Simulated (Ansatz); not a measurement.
A nudged elastic band was laid between two geometries of CH7NSi + H4Si (15 atoms, charge 0, multiplicity 1).

Computed with RKS PBE-D4/6-31G* (Ansatz 0.2.0).

```json
{
 "movable images": "5",
 "climbing image": "yes",
 "spring": "5.0 eV/Å²",
 "optimiser": "quadratic models (default)",
 "start path": "through a guess of the saddle point",
 "force threshold": "0.03 eV/Å",
 "iteration limit": "60",
 "end points": "relaxed"
}
```

Initial state:

```xyz
15
Properties=species:S:1:pos:R:3
Si -1.416 0.104 -0.298
C -1.519 -0.447 1.502
H -0.600 -0.930 -1.050
H -2.770 0.131 -0.950
N -0.821 1.751 -0.373
H 1.809 -0.199 0.619
Si 2.509 -0.620 -0.640
H -0.523 -0.444 1.978
H -2.175 0.225 2.078
H -1.917 -1.473 1.575
H -0.948 2.242 -1.260
H 0.127 1.918 -0.029
H 2.114 0.298 -1.756
H 2.140 -2.030 -0.976
H 3.990 -0.524 -0.420
```

Final state:

```xyz
15
Properties=species:S:1:pos:R:3
Si -0.366 0.125 -1.595
C -0.852 -0.344 2.416
H -0.485 0.191 -3.103
H -1.491 -0.750 -1.122
N -0.505 1.646 -0.725
H -0.691 0.427 1.646
Si 1.713 -0.826 -1.060
H -0.220 -0.133 3.293
H -1.910 -0.352 2.721
H -0.585 -1.330 2.005
H -1.417 2.109 -0.746
H 0.229 2.339 -0.885
H 2.819 0.148 -1.366
H 1.959 -2.065 -1.875
H 1.801 -1.185 0.395
```

(1) What changes between the two ends?

(2) Give the energies along the band, and the barrier.

(3) What is the geometry of the highest image?

Results:

(1) Bonds broken: Si1–C2, H6–Si7. Bonds formed: Si1–Si7, C2–H6. CH7NSi + H4Si becomes CH4 + H7NSi2.

(2) The run converged. The highest image is number 2 of 0 to 6, 2.68 eV above the first end and 2.88 eV above the last; the last end lies 0.20 eV below the first. Neighbouring images differ by up to 2.6 eV, so the band resolves the path poorly. A vibrational analysis at the climbing image gives one clearly imaginary mode, 1190i cm⁻¹: a first-order saddle point. The orbitals stay closed-shell, which can raise the energy where a bond breaks towards radicals; this wasn't checked here.

```json
{"image": "0", "path coordinate (Å)": "0.00", "energy (eV)": "0.00", "Si1–C2 (Å)": "1.89", "H6–Si7 (Å)": "1.50", "Si1–Si7 (Å)": "4.01"}
{"image": "1", "path coordinate (Å)": "2.11", "energy (eV)": "0.10", "Si1–C2 (Å)": "1.89", "H6–Si7 (Å)": "1.49", "Si1–Si7 (Å)": "3.91"}
{"image": "2", "path coordinate (Å)": "4.22", "energy (eV)": "2.68", "Si1–C2 (Å)": "2.19", "H6–Si7 (Å)": "2.03", "Si1–Si7 (Å)": "2.77"}
{"image": "3", "path coordinate (Å)": "6.17", "energy (eV)": "0.26", "Si1–C2 (Å)": "3.22", "H6–Si7 (Å)": "2.53", "Si1–Si7 (Å)": "2.38"}
{"image": "4", "path coordinate (Å)": "8.11", "energy (eV)": "-0.16", "Si1–C2 (Å)": "4.11", "H6–Si7 (Å)": "3.29", "Si1–Si7 (Å)": "2.35"}
{"image": "5", "path coordinate (Å)": "10.05", "energy (eV)": "-0.17", "Si1–C2 (Å)": "4.03", "H6–Si7 (Å)": "3.56", "Si1–Si7 (Å)": "2.35"}
{"image": "6", "path coordinate (Å)": "11.99", "energy (eV)": "-0.20", "Si1–C2 (Å)": "4.07", "H6–Si7 (Å)": "3.83", "Si1–Si7 (Å)": "2.35"}
```

(3) 
```xyz
15
Properties=species:S:1:pos:R:3
Si -0.890 0.123 -0.510
C -0.905 -0.723 1.514
H -0.933 -1.099 -1.373
H -2.350 0.474 -0.249
N -0.395 1.710 -0.951
H 0.143 -0.519 0.660
Si 1.822 -0.415 -0.479
H -0.164 -1.275 2.124
H -1.218 0.174 2.068
H -1.755 -1.394 1.313
H -1.080 2.467 -0.935
H 0.530 1.979 -1.280
H 2.218 0.250 -1.783
H 2.171 -1.875 -0.656
H 2.806 0.124 0.537
```

Run time: 4.1 min on 2 threads of Arm Neoverse V1 (shared host), peak memory 0.14 GiB.
